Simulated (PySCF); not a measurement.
**Cr (chromium, neutral) across methods**

[Ar] 3d4 4s1 4p1, one real determinant (an excited configuration). Calculation: PySCF 2.14, in aug-cc-pwCVTZ (10s9p7d4f3g, 127 functions); no relativity, point nucleus.

```tsv
method	E (hartree)	mean ε 3d α (eV)	mean ε 4s α (eV)	mean ε 4p α (eV)	Σ⟨r²⟩ (bohr²)	⟨S²⟩
LDA	-1042.055	-8.734	-6.362	-2.617	48.39	12.000
wB97X	-1044.303	-12.873	-8.886	-4.886	48.72	12.001
r2SCAN	-1044.300	-8.965	-6.434	-2.705	47.90	12.001
UHF	-1043.28257	-16.531	-9.140	-5.106	48.95	12.002
PW91	-1044.377	-8.670	-6.252	-2.622	48.66	12.000
revPBE	-1044.217	-8.555	-6.140	-2.587	48.79	12.000
PBE	-1044.080	-8.599	-6.190	-2.593	48.78	12.000
```

(1) Estimate the same row for PBE0.

⟨L²⟩ = 8.00 against 12 for a pure F term, so this real determinant mixes terms.

Answers

(1) E (hartree) = -1044.118; mean ε 3d α (eV) = -10.681; mean ε 4s α (eV) = -7.007; mean ε 4p α (eV) = -3.267; Σ⟨r²⟩ (bohr²) = 48.46; ⟨S²⟩ = 12.001.
